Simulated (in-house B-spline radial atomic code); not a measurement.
Zn. Computed with a B-spline radial atomic code. Model: non-relativistic spherical atom: semilocal Troullier-Martins pseudo-atom, one channel per l, against all electrons, high spin, G0W0 and RPA with empty states to l = 8, local potential for every l without a channel, a model core (radius 0 = none) keeps its share of the functional.

What the tables leave out is listed at the end.

The pseudopotential gives back the lowest level of each angular momentum of its own functional in the configuration it was made in; a second state of the same l is only approximately right. Exact exchange, RPA and GW see the smooth pseudo-orbitals and miss the exchange with the core, for which the functional's share stands in. The column with an uncorrelated core keeps all orbitals and exact exchange, and so separates missing core correlation from pseudisation. Only the three outermost levels and the lowest empty one were computed. RPA here is direct RPA, with no exchange kernel, and its energies carry an (l + 1/2)⁻⁴ tail. A hybrid on a potential with a model core restores only its own semilocal share of the core's exchange.

Command:
```bash
python run_psgw.py task.json out
```
Settings (lengths in bohr, energies in hartree):
```
Z                      30
electrons              30
configuration          [Ar] 3d10 4s2
generated_in           [Ar] 3d10 4s2
functional             lda,vwn
core_shells            4
radius_factor          0.8
core_correction        True
ion_configuration      [Ar] 3d10 4s1
```

Run time, properties included: 64 s on 1 thread of Arm Neoverse N1, with other jobs on the host.

Given: made with LDA VWN5; model core radius 0.321 bohr; local radius 0.658 bohr; mean-field start LDA VWN5.

Valence shells of the generating configuration: 3p, 3d, 4s.

Channel: s 1.681, p 0.477, d 1.349 (radii in bohr).

Computed: largest level miss in the spin-unpolarised generating configuration 0 eV; valence RPA correlation energy pseudo -1.4467 hartree; all-electron RPA polarisability, core included 30.6 bohr³; pseudo-atom RPA polarisability 30.626 bohr³; ionisation by mean-field all-electron 9.6862 eV; ionisation by mean-field pseudo minus all 0.003 eV; ionisation by RPA pseudo minus all 0.612 eV.

```csv
level,occupied,mean-field all-electron (eV),mean-field pseudo minus all (eV),G0W0 all-electron (eV),G0W0 uncorrelated core minus all (eV),G0W0 pseudo minus all (eV),exchange self-energy all-electron (eV),exchange self-energy pseudo (eV)
4s,1,-6.0607,0,-9.2662,-0.05,-0.577,-11.917,-11.919
```

Problem. What is the valence RPA correlation energy all-electron orbitals?

Solution. -1.3353 hartree.

Problem. What is the ionisation by RPA all-electron?

Solution. 9.5475 eV.

Given: mean-field start PBE0.

Computed: valence RPA correlation energy all-electron orbitals -1.263 hartree; valence RPA correlation energy pseudo -1.3816 hartree; pseudo-atom RPA polarisability 27.422 bohr³; ionisation by mean-field all-electron 9.0695 eV; ionisation by mean-field pseudo minus all 0.175 eV; ionisation by RPA all-electron 9.3734 eV.

```
level  occupied  mean-field all-electron (eV)  mean-field pseudo minus all (eV)  G0W0 all-electron (eV)  G0W0 uncorrelated core minus all (eV)  G0W0 pseudo minus all (eV)  exchange self-energy all-electron (eV)  exchange self-energy pseudo (eV)
   4s         1                       -6.5448                            -0.129                 -9.2353                                 -0.046                      -0.602                                 -11.482                           -11.906
```

Problem. What is the ionisation by RPA pseudo minus all?

Solution. 0.603 eV.

Problem. What is the all-electron RPA polarisability, core included?

Solution. 28.852 bohr³.

Among the listed levels the largest G0W0 shift of the pseudo-atom is -0.60 eV, for 4s on the PBE0 start, while leaving the core uncorrelated moves that level by -0.05 eV. So pseudisation and the lost core exchange, not the missing core correlation, make the error. Not in the tables (levels of low weight, unsolved or above zero; the highest and the empty levels are kept at any weight): on LDA the G0W0 levels 3d (pseudo minus all +0.54 eV, weights 0.55 and 0.29), 3p (pseudo minus all +3.06 eV, weights 0.01 and 0.09), 4p (pseudo minus all +0.02 eV, weights 0.90 and 0.90); on PBE0 the G0W0 levels 3d (pseudo minus all +1.26 eV, weights 0.75 and 0.65), 3p (pseudo minus all +3.06 eV, weights 0.20 and 0.42); no Hartree-Fock pseudo-atom is run with a model core.
